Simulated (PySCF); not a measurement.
Point-charge models of `C1=C([SiH3])P1NC(C)(C)C` against its computed dipole.

Coordinates (GFN2-xTB, Å) and charges (e) from the PBE0/pcSseg-1 density (PySCF):

```tsv
atom	x	y	z	Mulliken	IAO	Hirshfeld	ESP-fitted
C1	-2.316	-0.016	-1.173	-0.1399	-0.4323	-0.1309	-0.2786
C2	-1.330	-0.080	0.000	-0.3778	+0.1564	+0.0638	+0.7216
C3	-2.000	-0.745	1.207	-0.1445	-0.4178	-0.1238	-0.7347
C4	-0.872	1.328	0.372	-0.1830	-0.4199	-0.1255	-0.6257
N5	-0.146	-0.869	-0.327	-0.5810	-0.6323	-0.2075	-0.6716
P6	1.018	-0.260	-1.450	+0.4744	+0.5266	+0.1412	-0.0649
C7	2.430	-1.300	-0.985	-0.2172	-0.2900	-0.0873	-0.0925
C8	2.514	-0.162	-0.331	-0.4232	-0.4160	-0.1385	-0.1751
Si9	3.473	0.801	0.945	+0.5665	+0.6199	+0.3251	+0.4285
H10	-1.828	0.433	-2.037	+0.1177	+0.1388	+0.0312	+0.0639
H11	-2.648	-1.017	-1.446	+0.0971	+0.1318	+0.0347	+0.0635
H12	-3.187	0.579	-0.911	+0.1012	+0.1346	+0.0387	+0.0606
H13	-2.337	-1.748	0.953	+0.0987	+0.1312	+0.0368	+0.1485
H14	-2.860	-0.164	1.530	+0.1038	+0.1352	+0.0398	+0.1898
H15	-1.293	-0.816	2.030	+0.1142	+0.1450	+0.0375	+0.1838
H16	-0.426	1.815	-0.495	+0.1238	+0.1382	+0.0304	+0.1760
H17	-0.126	1.276	1.161	+0.1281	+0.1417	+0.0356	+0.1960
H18	-1.714	1.924	0.714	+0.1132	+0.1391	+0.0426	+0.1443
H19	-0.410	-1.827	-0.540	+0.1911	+0.2363	+0.1007	+0.3771
H20	2.908	-2.242	-1.150	+0.0937	+0.1712	+0.0682	+0.1631
H21	4.702	1.278	0.308	-0.0798	-0.1092	-0.0703	-0.0891
H22	3.781	-0.093	2.065	-0.0849	-0.1130	-0.0723	-0.0988
H23	2.664	1.929	1.410	-0.0922	-0.1157	-0.0706	-0.0858
```

Problem. Form Σ q r in debye for every column and set it beside the full dipole.

Solution. The full density gives (-0.48, -0.84, 0.54) D, 1.11 D in size; dipole vectors point from the negative to the positive end.

| scheme | μx | μy | μz | size (D) | share of the full size (%) | angle to the full dipole (°) |
| --- | --- | --- | --- | --- | --- | --- |
| Mulliken | -1.26 | 2.81 | -0.22 | 3.09 | 279 | 123 |
| IAO | -0.24 | 1.28 | -1.10 | 1.71 | 154 | 145 |
| Hirshfeld | 0.35 | -0.06 | -0.31 | 0.47 | 42 | 123 |
| ESP-fitted | -0.47 | -0.79 | 0.49 | 1.05 | 94 | 1 |

Problem. Which set comes closest?

Solution. Length of the difference vector: ESP-fitted 0.07 D, Hirshfeld 1.42 D, IAO 2.69 D, Mulliken 3.81 D. Closest: ESP-fitted. ESP charges are fitted to the potential around the molecule, whose slowest-falling term is the dipole's. 

Problem. What is left for the Hirshfeld atoms' own dipoles?

Solution. The Hirshfeld atoms' densities add up to the full density, so μ = Σ q r + Σ (atomic dipoles). The atomic dipoles sum to (-0.48, -0.84, 0.54) − (0.35, -0.06, -0.31) = (-0.83, -0.78, 0.85) D, 1.42 D in size.

Problem. With the origin at the mean of the coordinates, (0.000, 0.001, 0.081) Å, which are the largest single terms, by size, of the ESP-fitted dipole along the direction of the full one?

Solution. C3 -6.99, Si9 -3.49, H19 +2.29, C2 +2.08, H13 +1.97 D; all 23 atoms together +1.05 D. The single terms depend on the origin, their sum doesn't.

Problem. Give the size of the full dipole in other units.

Solution. 1.11 D = 0.436 au = 0.231 e·Å = 3.70 × 10⁻³⁰ C·m.

The structure is a single GFN2-xTB conformer in the gas phase; no vibrational or solvent corrections. GFN2-xTB frequencies show an imaginary mode (45i cm⁻¹), so this geometry is no minimum at that level.

The values belong to the conformer `[CH3:1][C:2]([CH3:3])([CH3:4])[NH:5][P:6]1[CH:7]=[C:8]1[SiH3:9]`: C1–C2–N5–P6 71°, C2–N5–P6–C7 160°.
